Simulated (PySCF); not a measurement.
**BeF₂: one-bond stretch**

All numbers come from PySCF, r2SCAN, basis Be def2-TZVP, F def2-TZVP (no relativity, density fitting).

Rigid scan from the singlet minimum (Be–F 1.382 Å (×2); F–Be–F 180.0°). Coordinate: the bond from Be to the last atom (F) scaled, the rest fixed. Energies in kJ/mol from the minimum.

```
scale of one bond  E (kJ/mol)  dipole size (D)
             0.92        25.2             0.44
             0.96         5.6             0.22
             1.00         0.0             0.00
             1.05         7.0             0.27
             1.12        33.8             0.66
             1.20        78.1             1.09
             1.35       175.0             1.88
             1.55       301.6                –
             1.80       434.6                –
             2.20       583.9                –
```
